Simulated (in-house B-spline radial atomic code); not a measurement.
**Two electrons outside the [Ar] 3d10 4s2 4p6 core: Dy28+**

Computed with a B-spline radial code for spherical atoms: configuration interaction (CI) of the two valence electrons in the field of the frozen Dirac-Fock core, alone and with many-body perturbation theory for the core (screened one- and two-electron correlation potentials), Breit and QED terms; no-pair Dirac Hamiltonian, finite nucleus. Labels give the configuration (outer n counted up each series) and the leading LS term, or the jj pair where no LS term holds 70 %.

Command:
```bash
python run_mb.py task.json out
```
Settings (nuclear radius in fm, box in bohr, cutoff in hartree):
```
basis_form          3
Z                   66
core_configuration  [Ar] 3d10 4s2 4p6
rms_radius          5.2218
mass_number         164
speed_of_light      137.036
box_radius          3.0
lmax                6
intervals           57
virtual_cutoff      8712.0
```

Run time, properties included: 110 s on 1 thread of Arm Neoverse V1, on a shared host.

Excitation energies (cm⁻¹):

| level | purity of the LS term | CI alone | CI + MBPT + Breit + QED |
| --- | --- | --- | --- |
| 4d2 3F2 | 0.796 | 0 | 0 |
| 4d2 3P0 | 0.806 | 51588 | 51278 |
| 4d2 3F3 | 1.0 | 71643 | 70805 |
| 4d2 (3/2,5/2)2 | 0.485 (3P) | 98466 | 96788 |
| 4d2 (3/2,5/2)4 | 0.504 (1G) | ? | ? |
| 4d2 3P1 | 1.0 | 106934 | 104876 |
| 4d2 (5/2,5/2)4 | 0.505 (3F) | ? | ? |
| 4d2 (5/2,5/2)2 | 0.494 (3P) | 182766 | 180293 |
| 4d2 1S0 | 0.805 | 244790 | 246143 |

Question: Where does 4d2 (3/2,5/2)4 lie?

Answer: 104866 cm⁻¹ in CI alone and 101990 cm⁻¹ with all corrections.

Question: Where does 4d2 (5/2,5/2)4 lie?

Answer: 168734 cm⁻¹ in CI alone and 165220 cm⁻¹ with all corrections.

Question: What is the first ionisation energy?

Answer: 1016.4 eV to the 4d3/2 state of the next ion (1013.4 eV from CI alone). NIST lists 1014 ± 4 eV (tabulated theory).
